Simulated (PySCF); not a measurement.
C4H2BrCl, SMILES Cl/C(=C/Br)C#C.

Geometry: PBE0-D3(BJ)/def2-SVP. The structure was generated by enumeration; whether it is a known compound was not checked.

All values below come from CAM-B3LYP/def2-TZVP run with PySCF.

Q: Estimate the frontier levels, gap, dipole moment and polarisability. (Estimate from the structure and the level; the computed values follow.)

A: 
```json
{
  "highest_occupied_level": "-8.32 eV",
  "lowest_empty_level": "-0.58 eV",
  "orbital_gap": "7.74 eV",
  "dipole_moment": "0.50 D",
  "quadrupole, principal values (traceless, Buckingham form, about the centre of nuclear charge)": "-5.47, -5.46, 10.93 D·Å",
  "mean_static_polarisability": "79.4 bohr³ (11.77 Å³)",
  "polarisability_principal_values": "45.2, 89.6, 103.4 bohr³"
}
```
